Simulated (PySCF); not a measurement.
## Orbital picture of BeCl

PBE at R = 1.840 Å; Be def2-SVP, Cl def2-SVP; no relativity (PySCF 2.14). State: ²Σ⁺ (doublet), unpaired electrons σ ↑. Only the outer orbitals are listed, counted within each symmetry.

```json
{"spin": "α", "orbital": "5σ", "occ.": "1", "ε (eV)": "-20.28", "on Be (%)": "6", "main shells (%)": "93 Cl s"}
{"spin": "α", "orbital": "6σ", "occ.": "1", "ε (eV)": "-9.96", "on Be (%)": "21", "main shells (%)": "75 Cl p, 14 Be s"}
{"spin": "α", "orbital": "2π", "occ.": "1", "ε (eV)": "-8.18", "on Be (%)": "9", "main shells (%)": "91 Cl p, 9 Be p"}
{"spin": "α", "orbital": "2π", "occ.": "1", "ε (eV)": "-8.18", "on Be (%)": "9", "main shells (%)": "91 Cl p, 9 Be p"}
{"spin": "α", "orbital": "7σ", "occ.": "1", "ε (eV)": "-5.28", "on Be (%)": "96", "main shells (%)": "67 Be s, 29 Be p"}
{"spin": "α", "orbital": "3π", "occ.": "0", "ε (eV)": "-1.98", "on Be (%)": "90", "main shells (%)": "90 Be p, 9 Cl p"}
{"spin": "α", "orbital": "3π", "occ.": "0", "ε (eV)": "-1.98", "on Be (%)": "90", "main shells (%)": "90 Be p, 9 Cl p"}
{"spin": "β", "orbital": "5σ", "occ.": "1", "ε (eV)": "-20.26", "on Be (%)": "5", "main shells (%)": "94 Cl s"}
{"spin": "β", "orbital": "6σ", "occ.": "1", "ε (eV)": "-9.86", "on Be (%)": "19", "main shells (%)": "77 Cl p, 12 Be s"}
{"spin": "β", "orbital": "2π", "occ.": "1", "ε (eV)": "-8.15", "on Be (%)": "7", "main shells (%)": "93 Cl p"}
{"spin": "β", "orbital": "2π", "occ.": "1", "ε (eV)": "-8.15", "on Be (%)": "7", "main shells (%)": "93 Cl p"}
{"spin": "β", "orbital": "7σ", "occ.": "0", "ε (eV)": "-3.02", "on Be (%)": "97", "main shells (%)": "85 Be s, 12 Be p"}
{"spin": "β", "orbital": "3π", "occ.": "0", "ε (eV)": "-0.86", "on Be (%)": "92", "main shells (%)": "92 Be p"}
{"spin": "β", "orbital": "3π", "occ.": "0", "ε (eV)": "-0.86", "on Be (%)": "92", "main shells (%)": "92 Be p"}
```

Task: Which are the highest filled and the lowest empty level, where do they sit, and how wide is the gap?

Result: Highest filled α 7σ at -5.28 eV (in %: 67 Be s, 29 Be p); lowest empty β 7σ at -3.02 eV (in %: 85 Be s, 12 Be p); the gap at PBE is 2.26 eV.

- bond order (Mayer): 1.32
- ⟨S²⟩: 0.753
- charge on Be (Mulliken, basis-dependent): 0.20
- charge on Be (Löwdin, basis-dependent): -0.03
- dipole moment (positive dipole means Be(−)Cl(+)): -0.65 D
- polarisability along the bond: 36.7 bohr³
- polarisability across the bond: 32.2 bohr³

The state was picked by a PBE0 search and need not be the measured ground state.
